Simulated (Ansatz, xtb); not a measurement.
**C5H7NO: which of two isomers lies lower**

Structure a is `CO[C@@H]1C[C@@H]1C#N`, a singlet and structure b is `COC1(C#N)CC1`, a singlet. Both are isolated molecules in the gas phase, relaxed with B3LYP-D3(BJ)/def2-SVP; the shapes shown needn't be the lowest conformers.

a (Å):

```xyz
14

C    -1.5042    1.5114   -1.3090
C    -0.8847   -0.4236   -0.1516
C    -0.6192   -1.0105    1.1839
C     0.5129   -0.2753    0.4694
C     0.9327    1.0175    0.9403
N     1.2739    2.0660    1.3011
O    -1.7180    0.6683   -0.1931
H    -1.6647    0.9684   -2.2599
H    -2.2310    2.3317   -1.2401
H    -0.4846    1.9353   -1.3076
H    -0.9378   -1.0921   -1.0242
H    -1.0736   -0.4925    2.0316
H    -0.5263   -2.0939    1.2843
H     1.3177   -0.8811    0.0415
```

b (Å):

```xyz
14

C     1.4705   -0.3378   -0.3028
C    -0.5598   -0.9623    0.7133
C    -1.4293   -0.8962   -0.4530
C    -0.3756   -2.3090    1.3949
C    -1.1747   -1.2243    2.0624
N    -2.0908   -0.8328   -1.4032
O     0.5055   -0.0753    0.7001
H     2.2671    0.4087   -0.1839
H     1.9016   -1.3501   -0.1947
H     1.0394   -0.2447   -1.3158
H     0.6328   -2.5020    1.7689
H    -0.8984   -3.1756    0.9832
H    -0.7059   -0.6737    2.8811
H    -2.2607   -1.3247    2.1201
```

Task: Estimate E(b) − E(a) at the level CCSD(T)/def2-SVP + ΔMP2/def2-TZVPP.

Result: CCSD(T)/def2-SVP + ΔMP2/def2-TZVPP gives E(b) − E(a) = +0.91 kcal/mol, slightly favouring structure a, which is too small a margin to settle the true order.

Level by level:

```csv
level,geometry,E(b) − E(a) (kcal/mol),departure from the last row (kcal/mol),"job, with rough time for the two"
GFN2-xTB,GFN2-xTB,+1.49,+0.59,"optimisation, 0.73 s"
HF/STO-3G,GFN2-xTB,+0.35,−0.56,"single point, 0.52 s"
r2SCAN-D4/def2-SVP,GFN2-xTB,+1.63,+0.73,"single point, 6.6 s"
B3LYP-D3(BJ)/def2-SVP,B3LYP-D3(BJ)/def2-SVP,+1.65,+0.74,"optimisation, 56 s"
HF/def2-SVP,B3LYP-D3(BJ)/def2-SVP,+1.99,+1.08,part of the CCSD(T) run
MP2/def2-SVP,B3LYP-D3(BJ)/def2-SVP,+0.71,−0.20,part of the CCSD(T) run
CCSD(T)/def2-SVP,B3LYP-D3(BJ)/def2-SVP,+0.71,−0.20,single point
CCSD(T)/def2-SVP + ΔMP2/def2-TZVPP,B3LYP-D3(BJ)/def2-SVP,+0.91,,"single point, 1.9 min"
```

As drawn, both hold the same kinds of bond in the same numbers.

The largest departure from CCSD(T)/def2-SVP + ΔMP2/def2-TZVPP is that of HF/def2-SVP, 1.08 kcal/mol. The last row adds to CCSD(T) the change of the MP2 difference between the two basis sets, here +0.20 kcal/mol.

With thermal terms from frequencies at re-optimised GFN2-xTB minima (ideal gas, soft modes damped towards free rotors, one conformer each, 298.15 K, 1 atm): the zero-point term adds −0.12 kcal/mol; ΔH is +0.89 and ΔG +0.75 kcal/mol.

The correlated steps freeze 7 core orbitals. Mirror images aren't counted in ΔG. Programs: Ansatz 0.2.0, xtb 6.7.1; the last row on 2 threads of Arm Neoverse V1 on a shared host.
